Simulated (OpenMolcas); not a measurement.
Ni2+ (d8) among equal point charges was computed by CASSCF with the d shell active (OpenMolcas, ANO-RCC-VDZP on the metal). Its lowest spin-free states, and all those of the highest spin:

```json
{"2S+1": "3", "Degeneracy": "3", "E (cm-1)": "0.0"}
{"2S+1": "3", "Degeneracy": "3", "E (cm-1)": "1111"}
{"2S+1": "3", "Degeneracy": "1", "E (cm-1)": "2473"}
{"2S+1": "1", "Degeneracy": "3", "E (cm-1)": "16398"}
{"2S+1": "1", "Degeneracy": "2", "E (cm-1)": "16928"}
{"2S+1": "3", "Degeneracy": "3", "E (cm-1)": "20118"}
{"2S+1": "1", "Degeneracy": "3", "E (cm-1)": "25271"}
{"2S+1": "1", "Degeneracy": "5", "E (cm-1)": "25922"}
{"2S+1": "1", "Degeneracy": "1", "E (cm-1)": "26161"}
{"2S+1": "1", "Degeneracy": "1", "E (cm-1)": "62093"}
```

Question: Is the site octahedral, tetrahedral or cube-like, axial, or of lower symmetry?

Answer: The states with 2S+1 = 3 have orbital degeneracies 3, 3, 1, 3. Threefold states need a cubic site. For d8 at this spin an octahedron puts the single A2 below the threefold T2 and a tetrahedron or cube puts the threefold T1 below the threefold T2, so the site is a tetrahedron or a cube, which this pattern cannot tell apart. The run had Ni2+ among 4 point charges of -2 e arranged as a tetrahedron (Td), 2.03 Å from the ion.

An orbital triplet at a regular site is open to Jahn-Teller coupling, which can distort the site and quench the lowest spin-orbit gaps and is left out. Without dynamic correlation the repulsion within the d shell is too large (B by tens of per cent), so at a given field states of lower spin stand too high. The ground term spreads over less than 5000 cm-1, several times less than with real ligands, so orbital moments are less quenched and χT lies further from the spin-only value than at real sites. This is an electrostatic model: the charges have no orbitals. A group larger than the point group allows holds several states that coincide in this model. No measured value stands beside these numbers.
